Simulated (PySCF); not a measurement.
# Property card for `[SiH3]C([SiH3])([SiH3])C1CC1`

Species: C₄H₁₄Si₃.
Cartesian coordinates in Å at the PBE0-D3(BJ)/def2-SVP level; atoms count from 1:
```xyz
21
C4H14Si3 angstrom
Si     1.010   -0.591   -1.880
C      0.523    0.189   -0.221
Si     1.730    1.590    0.202
Si     0.684   -1.142    1.119
C     -0.863    0.815   -0.400
C     -2.145    0.033   -0.313
C     -1.820    1.056    0.735
H      2.420   -1.090   -1.851
H      0.883    0.434   -2.963
H      0.100   -1.735   -2.196
H      1.675    2.631   -0.873
H      1.345    2.224    1.500
H      3.131    1.081    0.308
H      2.086   -1.654    1.100
H     -0.238   -2.294    0.873
H      0.403   -0.596    2.483
H     -0.875    1.601   -1.166
H     -2.086   -1.021   -0.030
H     -2.931    0.254   -1.040
H     -2.378    1.996    0.746
H     -1.541    0.696    1.729
```

Structural features include: Si–H bond, C–Si bond and cyclopropane ring.

From PBE0-D3(BJ)/def2-SVP geometry optimisation, gas phase (PySCF):

```
Rotational constants A, B, C : 1.487, 1.178, 1.111 GHz
```

CAM-B3LYP/def2-SVPD ground state, ΔSCF and vertical TDDFT (core frozen in the response) (PySCF):

```
Dipole moment                                                     : 0.92 D
HOMO energy                                                       : -8.97 eV
LUMO energy                                                       : 1.12 eV
HOMO–LUMO gap                                                     : 10.09 eV
Lowest singlet excitation                                         : 7.23 eV (171 nm, f = 0.020)
Lowest triplet excitation (Tamm–Dancoff)                          : 6.96 eV
Static isotropic polarisability                                   : 125.8 au
Vertical ionisation energy                                        : 9.46 eV
Electronic spatial extent ⟨r²⟩ about the centre of nuclear charge : 1459 bohr²
```

PBE0/pcSseg-1 ground state and GIAO shieldings, non-relativistic (PySCF):

```
Lowest Hirshfeld atomic charge                              : -0.22 e on C2
Highest Hirshfeld atomic charge                             : +0.29 e on Si1/Si3/Si4
13C chemical shifts (computed TMS as zero) by class         : 14.8 (C5), 4.9 (C6/C7), -7.2 (C2) ppm
1H chemical shifts (computed TMS as zero) by class          : 3.94 (H8/H9/H10/H11/H12/H13/H14/H15/H16), 0.60 (H18/H21), 0.57 (H17), 0.48 (H19/H20) ppm
Isotropic shieldings of nuclei other than C and H, by class : 413 (Si1/Si3/Si4) ppm
Mayer bond orders between heavy atoms                       : Si1–C2 0.86, C2–Si3 0.86, C2–Si4 0.87, C2–C5 0.93, C5–C6 0.96, C6–C7 0.97, C7–C5 0.96
```

Monoisotopic mass from the formula: 146.0403 u.

In wavenumbers S1 is 58400 cm⁻¹ (1 eV = 8065.54 cm⁻¹). The rotational constants make it an asymmetric top with κ = (2B − A − C)/(A − C) = -0.6, nearer the prolate limit (−1). With B = h/(8π²I), that is 505.379 GHz u Å² over I, the principal moments of inertia are 339.9, 429.1 and 454.9 u Å² (most abundant isotopes). No computed singlet falls in the visible range (750 to 380 nm, 1.65 to 3.26 eV); S1 lies 3.97 eV above its blue end.

Geometry: PBE0-D3(BJ)/def2-SVP; no solvent or vibrations. NMR classes are plain means over equivalent atoms (diastereotopic ones count apart unless rotation or inversion swaps them), as if these changed places fast; in this geometry the members of some classes differ.
